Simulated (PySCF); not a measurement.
# Computed structure and properties of YSF

System: YSF (singlet); start: template (Cs). Method: PySCF 2.14.0, RKS PBE0, Y def2-SVP with ECP28, S def2-SVP, F def2-SVP; non-relativistic Hamiltonian with scalar-relativistic core potentials where named; density fitting; no spin-orbit coupling.

Input of the relaxation:

```python
mol = gto.M(atom='''
Y     -0.23113     0.00000    -0.33055
S      1.89017     0.00000     0.61875
F     -2.09933     0.00000     0.50555''',
    basis={'Y': 'def2-SVP', 'S': 'def2-SVP', 'F': 'def2-SVP'},
    ecp={'Y': 'def2-SVP'},
    charge=0, spin=0)
mf = dft.RKS(mol, xc='PBE0')
mf.grids.atom_grid = (50, 194)
mf = mf.density_fit()  # fitting sets: Y def2-universal-JKFIT, S def2-universal-JKFIT, F def2-universal-JKFIT
mf.conv_tol = 1e-08; mf.max_cycle = 55
mf.kernel(dm0)  # dm0: converged density of the start geometry
# quasi-Newton relaxation in Cartesian coordinates to a largest gradient under 0.00045 Eh/bohr, steps kept in the point group
```

Run from Python with OMP_NUM_THREADS=2; the lines above give its settings. Where DIIS fails, smearing, a level shift and second-order steps follow.
It took 6.2 s on 2 threads of Intel(R) Xeon(R) Platinum 8488C (Sapphire Rapids) (shared host), from the converged density of the start.

Course of the relaxation:

```csv
step,energy above end (eV),largest force component within the symmetry (eV/Å)
0,0.0848,0.825
1,0.0439,0.412
2,0.0056,0.158
3,0.0006,0.088
4,0.0000,0.016
5,0.0000,0.001
```

Relaxed geometry (Cs):

```xyz
3

Y    -0.2499    0.0000   -0.4823
S     1.7341    0.0000    0.6887
F    -1.9245    0.0000    0.5874
```

```tsv
contact	Å
Y1–S2 (S)	2.304
Y1–F3 (F)	1.987
```

On the finer grid (75, 302):

```json
{"HOMO": "-5.96 eV", "LUMO": "-2.72 eV", "Dipole about the centre of mass": "8.03 D", "Set of Mulliken populations of Y1 outside the core potential": "s 2.27, p 6.29, d 1.58, f 0.10", "D3(BJ) dispersion energy (not in the energies)": "-0.064 eV"}
```

| atom | Mulliken (e) | Löwdin (e) | spin (e) |
| --- | --- | --- | --- |
| Y1 | 0.76 | 0.19 | 0.00 |
| S2 | -0.37 | 0.00 | 0.00 |
| F3 | -0.39 | -0.19 | 0.00 |

On the grid (50, 194), as all that follows. Harmonic modes: a minimum; lowest 100 cm⁻¹ (negative: unstable), highest 612 cm⁻¹, zero-point energy 0.075 eV.

Rigid scan of S along the line from its metal:

distance to S2 (Å), energy (eV) and a bar:
```
     2.00      1.381 ##############################
     2.10      0.538 ############
     2.20      0.118 ###
     2.30      0.000 
     2.40      0.092 ##
     2.50      0.326 #######
     2.60      0.653 ##############
     2.75      1.240 ###########################
```

Taking off one F (charge -1, singlet; the rest: singlet) in vacuum, both parts rigid, costs 11.40 eV; the small basis without counterpoise inflates it. Most of it is the attraction of opposite charges; other ways to part are cheaper, and one spin state was tried for the rest.

Rigid scan of F along the line from its metal:

```json
{"distance to F3 (Å)": "1.69", "energy (eV)": "1.573"}
{"distance to F3 (Å)": "1.79", "energy (eV)": "0.591"}
{"distance to F3 (Å)": "1.89", "energy (eV)": "0.126"}
{"distance to F3 (Å)": "1.99", "energy (eV)": "0.000"}
{"distance to F3 (Å)": "2.09", "energy (eV)": "0.092"}
{"distance to F3 (Å)": "2.19", "energy (eV)": "0.318"}
{"distance to F3 (Å)": "2.39", "energy (eV)": "0.974"}
{"distance to F3 (Å)": "2.69", "energy (eV)": "2.094"}
{"distance to F3 (Å)": "3.09", "energy (eV)": "3.460"}
{"distance to F3 (Å)": "3.59", "energy (eV)": "4.743"}
```

One start shape was tried, so this needn't be the lowest isomer.
